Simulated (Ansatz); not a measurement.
`C[O][W](=[NH])(=[NH])[O]C` from Hartree–Fock to CCSD(T)

Cartesian coordinates in Å:
```
C 1.802 -1.493 1.704
O 1.341 -0.813 0.567
W -0.339 -0.280 -0.095
N -1.563 -0.777 1.059
N -0.594 -1.010 -1.669
O -0.410 1.591 -0.300
C -0.616 2.475 -1.368
H 2.660 -0.954 2.117
H 1.023 -1.564 2.469
H 2.124 -2.501 1.427
H -2.402 -1.224 1.389
H -1.017 -1.611 -2.356
H -0.542 1.961 -2.331
H -1.606 2.934 -1.284
H 0.139 3.266 -1.327
```

The species carries charge 0 and has multiplicity 1. Correlated methods include outer-core shells of W, which these sets cover unevenly. W: def2 effective core potential. The geometry is a stationary point of PBE0-D4/def2-TZVP. It is one conformer, not always the lowest. Frozen core, restricted reference, the Gaussian-basis code of Ansatz.

| basis | HF (Eh) | MP2 corr. | CCSD corr. | (T) | CCSD(T) total |
| --- | --- | --- | --- | --- | --- |
| def2-SVP | ? | ? | -1.37323 | -0.05908 | ? |
| def2-TZVPP | ? | -1.75935 | -1.73029 | ? | ? |
| def2-QZVPP | -405.64600 | -1.90658 | – | – | – |

Fill in the withheld values. (Best estimate.)

Computed: def2-SVP HF (Eh): -405.18706; def2-SVP MP2 corr.: -1.38158; def2-SVP CCSD(T) total: -406.61937; def2-TZVPP HF (Eh): -405.62877; def2-TZVPP (T): -0.09024; def2-TZVPP CCSD(T) total: -407.44930.
